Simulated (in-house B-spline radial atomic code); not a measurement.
Orbital energies and mean radii along the 5-electron series, configuration [He] 2s2 2p1. The effective charge is n√(-2ε), a non-relativistic measure. Computed with a B-spline radial code for spherical atoms: non-relativistic Hartree-Fock, average of the configuration, point nuclei.

This level leaves out relativity, spin-orbit splitting included, which matters for heavy ions.

| ion | Z | energy of 2s (Eh) | mean radius of 2s (bohr) | energy of 2p (Eh) | mean radius of 2p (bohr) | effective charge of 2s |
| --- | --- | --- | --- | --- | --- | --- |
| Re70+ | 75 | -651.73 | 0.081983 | -646.8 | 0.068791 | 72.207 |
| Os71+ | 76 | -669.91 | 0.080878 | -664.91 | 0.067857 | 73.207 |
| Ir72+ | 77 | -688.34 | 0.079802 | -683.27 | 0.066949 | 74.207 |
| Pt73+ | 78 | ? | ? | ? | ? | ? |
| Au74+ | 79 | -725.95 | 0.077734 | -720.74 | 0.065202 | 76.207 |
| Hg75+ | 80 | ? | ? | ? | ? | ? |
| Tl76+ | 81 | -764.55 | 0.075771 | -759.22 | 0.063545 | 78.208 |

Question: Fill in the row of Pt73+.

Answer: energy of 2s (Eh): -707.02; mean radius of 2s (bohr): 0.078755; energy of 2p (Eh): -701.88; mean radius of 2p (bohr): 0.066064; effective charge of 2s: 75.207.

Question: Fill in the row of Hg75+.

Answer: energy of 2s (Eh): -745.13; mean radius of 2s (bohr): 0.07674; energy of 2p (Eh): -739.86; mean radius of 2p (bohr): 0.064363; effective charge of 2s: 77.208.

Question: How does the screening of 2s change?

Answer: Z less the effective charge goes from 2.79 at Z = 75 to 2.79 at Z = 81.
